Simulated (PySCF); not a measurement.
# Stretching CdN

Set-up: basis Cd def2-SVPD with ECP28, N def2-SVPD; scalar-relativistic core potentials; PySCF 2.14. Energies in eV from Cd + N in their ground configurations at the same level. State: ⁴Σ⁻ (quartet), unpaired electrons σ ↑, π ↑↑.

All columns are TPSS. A positive dipole means Cd(−)N(+).

```csv
R (Å),E (eV),μ (D),Mulliken charge on Cd (basis-dependent),HOMO (eV),LUMO (eV),Mayer bond order,⟨S²⟩
2.061,-0.156,-1.10,0.20,-4.85,-3.46,0.91,3.76
2.157,-0.278,-1.17,0.18,-4.95,-3.36,0.85,3.76
2.253,-0.327,-1.21,0.17,-5.05,-3.40,0.78,3.76
2.325,-0.334,-1.21,0.15,-5.12,-3.43,0.72,3.76
2.397,-0.325,-1.20,0.14,-5.18,-3.44,0.67,3.76
2.469,-0.306,-1.17,0.13,-5.25,-3.45,0.61,3.76
2.565,-0.274,-1.11,0.11,-5.32,-3.46,0.53,3.76
2.685,-0.231,-1.02,0.09,-5.40,-3.46,0.45,3.76
2.829,-0.183,-0.88,0.07,-5.47,-3.45,0.35,3.76
3.020,-0.132,-0.70,0.05,-5.54,-3.42,0.25,3.76
```

A fit through these points gives, at Re = 2.315 Å, μ = -1.21 D and dμ/dR = 0.0456 D/Å; the reduced mass is 12.47 u.

**Question.** How strong is the fundamental in the double-harmonic approximation, I = 42.26·(dμ/dR)²/μred km/mol?

**Answer.** I = 42.26·(0.0456)²/12.47 = 0.00705 km/mol at TPSS.

The bond is weak. Basis-set superposition, not corrected here, can be much of De in a small basis, most of all at correlated wavefunction levels. Functionals without a dispersion term scatter widely for such bonds, and LDA overbinds them. Spin–orbit coupling is left out. The state is the lowest determinant that a PBE0 search found; another state may lie lower at other levels.
